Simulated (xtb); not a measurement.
1-bromo-1-chlorocyclopropane (C3H4BrCl), SMILES C1CC1(Cl)Br. All values are semi-empirical tight-binding results from xtb (GFN2-xTB unless named), good for trends rather than for accurate numbers. Geometry: GFN2-xTB.

Optimised geometry:

```xyz
9

Cl     1.2167    -1.5432     0.0000
C     -0.2439    -0.5636     0.0000
Br     0.1399     1.3318     0.0000
C     -1.4418    -1.0363     0.7526
C     -1.4418    -1.0363    -0.7526
H     -2.0381    -0.2990     1.2695
H     -1.3686    -1.9825     1.2673
H     -2.0381    -0.2990    -1.2695
H     -1.3686    -1.9825    -1.2673
```
Charge 0, spin multiplicity 1.

| Quantity | Result |
|---|---|
| point group as xtb finds it | Cs |
| orbital gap | 4.58 eV |
| zero-point energy | 38.2 kcal/mol |
| G − E(el) at 298.15 K (modified RRHO) | 19.0 kcal/mol |
| static polarisability (D4 model) | 66.2 bohr³ |
| solvation energy, GFN2-xTB/ALPB(water) | -2.3 kcal/mol |
| solvation energy, GFN2-xTB/ALPB(methanol) | -5.7 kcal/mol |

Question: Give the atomic charges and the Wiberg bond orders between heavy atoms. (Estimate from the structure and the level; the computed values follow.)

Answer: charges (e) Cl1 -0.17, C2 0.17, Br3 -0.14, C4 -0.07, C5 -0.07, H6 0.07, H7 0.07, H8 0.07, H9 0.07. Bond orders Cl1–C2 0.96, C2–Br3 0.96, C2–C4 0.97, C2–C5 0.97, C4–C5 0.97.
